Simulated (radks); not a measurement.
Charge is removed step by step from the 4d down level of neutral rhodium, starting from [Kr] 4d(up 5, down 3) 5s1. Calculated with a radial shooting solver on a logarithmic mesh with Libxc functionals: scalar-relativistic Kohn-Sham, PBEsol, spin-polarised, spherical densities, finite nucleus; open shells are filled with parallel spins first (spin-orbit coupling, left out, can overturn this in heavy ions); Fermi nuclear charge, rms radius 4.4945 fm.

| removed (e) | E - E(0) (eV) | eigenvalue (eV) | E minus straight line (eV) |
|---|---|---|---|
| 0 | 0.000 | -5.030 | 0.000 |
| 0.1 | 0.549 | -5.950 | -0.447 |
| 0.2 | 1.191 | -6.896 | -0.802 |
| 0.3 | 1.929 | -7.866 | -1.060 |
| 0.4 | 2.765 | -8.859 | -1.220 |
| 0.5 | 3.702 | -9.874 | -1.280 |
| 0.6 | 4.741 | -10.910 | -1.237 |
| 0.7 | 5.884 | -11.967 | -1.090 |
| 0.8 | 7.135 | -13.043 | -0.836 |
| 0.9 | 8.494 | -14.138 | -0.473 |
| 1 | 9.963 | -15.251 | 0.000 |

Removing the whole electron costs 9.963 eV by Delta-SCF, against 5.030 eV from minus the eigenvalue at the starting occupation. Slater's transition state (half an electron removed) gives 9.874 eV. Integrating minus the eigenvalue over the occupation (Janak's theorem) gives 9.963 eV. In this scalar-relativistic scheme the density is built from large components alone, so the theorem holds only approximately. The mean slope of the eigenvalue, de/dn, is 10.2 eV per electron.
